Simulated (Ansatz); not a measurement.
`C#C[Si](F)(F)[GaH2]` + HCl → `C#C[Si](F)(F)Cl` + `[GaH3]` at 298.15 K and 1 bar (cleavage of the Si–Ga bond).

Computed with Ansatz on PBE0-D4/def2-TZVP structures; ΔE is electronic, products minus reactants. CCSD(T)/CBS is the MP2 limit (def2-TZVPP, def2-QZVPP) plus CCSD(T) − MP2 in def2-TZVPP, frozen cores. This one scheme is used for every species. For Ga outer-core shells are correlated without core-valence functions, which leaves a few kJ/mol of doubt a bond. Scalar relativity is left out up to krypton.

```csv
species,CCSD(T)/CBS energy (Eh),H − E (kJ/mol),S (J/(mol·K))
`C#C[Si](F)(F)[GaH2]`,-2490.57883,128.6,401.9
HCl,-460.38127,26.6,186.8
`C#C[Si](F)(F)Cl`,-1025.29095,93.0,348.0
`[GaH3]`,-1925.70545,59.6,218.4
```

H − E and S are ideal-gas, rigid-rotor, harmonic terms from PBE0-D4/def2-TZVP. 1 Eh = 2625.50 kJ/mol, R = 8.31446 J/(mol·K).

Task: By hand: ΔE, ΔH, ΔS and ΔG.

Result: ΔE = (-1025.29095) + (-1925.70545) − (-2490.57883) − (-460.38127) = -0.03630 Eh = -95.3 kJ/mol. Δ(H − E) = 93.0 + 59.6 − 128.6 − 26.6 = -2.6, so ΔH = -97.9 kJ/mol. ΔS = 348.0 + 218.4 − 401.9 − 186.8 = -22.3 J/(mol·K). ΔG = -97.9 − 298.15 × (-22.3)/1000 = -91.3 kJ/mol.

Task: By hand: the equilibrium constant, and the temperature at which ΔG would vanish if ΔH and ΔS stayed fixed.

Result: log₁₀ K = −ΔG/(RT ln 10) = 16.0. ΔG = 0 at ΔH/ΔS = 4390 K, far beyond where these terms or the molecules hold.

ΔH outweighs TΔS. A doubt of 5 kJ/mol in ΔE shifts log₁₀ K by 0.9 here. Modes under 60 cm⁻¹, often nearly free rotors, make the harmonic entropy too high. These are equilibria of isolated gas molecules and say nothing of rates. Largest T1 diagnostic: 0.013 (customary marks: 0.02 for closed shells, 0.045 for open ones).
